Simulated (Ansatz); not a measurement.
Process, species as SMILES: N#P (N-P) → N atom + P atom
B3LYP-D3(BJ)/def2-TZVP geometries, fixed; electronic energies without zero-point terms.

Basis-set convergence of the atomisation energy at B3LYP with Ansatz (an electronic-structure program). Cartesian d functions, on some or all atoms, in 6-311G**, 6-311+G**; all else is spherical. The program fits the integrals of some runs and decomposes those of others, by size. Open shells are unrestricted. No added dispersion term, no relativity. Functions are those of the species that has most. Reference: the value in aug-cc-pV(5+d)Z, 146.49 kcal/mol, itself unsure by roughly 0.03 kcal/mol (its mean distance from pcseg-4, aug-pcseg-3, aug-cc-pV(Q+d)Z). Deviations are taken from unrounded values.

```tsv
basis	functions	atomisation energy (kcal/mol)
def2-SVP	32	140.24
def2-SVPD	44	143.02
pcseg-1	32	137.99
aug-pcseg-1	50	140.28
cc-pV(D+d)Z	37	139.21
aug-cc-pV(D+d)Z	55	140.86
6-311G**	45	139.40
6-311+G**	53	140.04
pcseg-2	64	144.55
aug-pcseg-2	96	145.45
def2-TZVP	68	145.15
def2-TZVPD	80	145.67
cc-pV(T+d)Z	69	145.30
aug-cc-pV(T+d)Z	101	145.57
def2-TZVPP	73	145.21
def2-TZVPPD	85	145.72
cc-pV(Q+d)Z	119	146.40
aug-cc-pV(Q+d)Z	169	146.51
pcseg-3	124	146.25
aug-pcseg-3	174	146.45
def2-QZVPP	127	146.07
def2-QZVPPD	139	146.18
cc-pV(5+d)Z	191	146.46
aug-cc-pV(5+d)Z	263	146.49
```

What the diffuse functions change, pair by pair:
- def2-SVP to def2-SVPD: 12 more functions, deviation -6.25 to -3.47 kcal/mol
- pcseg-1 to aug-pcseg-1: 18 more functions, deviation -8.50 to -6.21 kcal/mol
- cc-pV(D+d)Z to aug-cc-pV(D+d)Z: 18 more functions, deviation -7.27 to -5.63 kcal/mol
- 6-311G** to 6-311+G**: 8 more functions, deviation -7.09 to -6.45 kcal/mol
- pcseg-2 to aug-pcseg-2: 32 more functions, deviation -1.94 to -1.04 kcal/mol
- def2-TZVP to def2-TZVPD: 12 more functions, deviation -1.34 to -0.82 kcal/mol
- cc-pV(T+d)Z to aug-cc-pV(T+d)Z: 32 more functions, deviation -1.19 to -0.92 kcal/mol
- def2-TZVPP to def2-TZVPPD: 12 more functions, deviation -1.27 to -0.77 kcal/mol
- cc-pV(Q+d)Z to aug-cc-pV(Q+d)Z: 50 more functions, deviation -0.08 to 0.02 kcal/mol
- pcseg-3 to aug-pcseg-3: 50 more functions, deviation -0.23 to -0.04 kcal/mol
- def2-QZVPP to def2-QZVPPD: 12 more functions, deviation -0.42 to -0.31 kcal/mol
- cc-pV(5+d)Z to aug-cc-pV(5+d)Z: 72 more functions, deviation -0.03 to 0.00 kcal/mol

Leaving out the reference's own pair, they bring the value nearer the reference by more than 0.03 kcal/mol in 11 of 11 pairs.
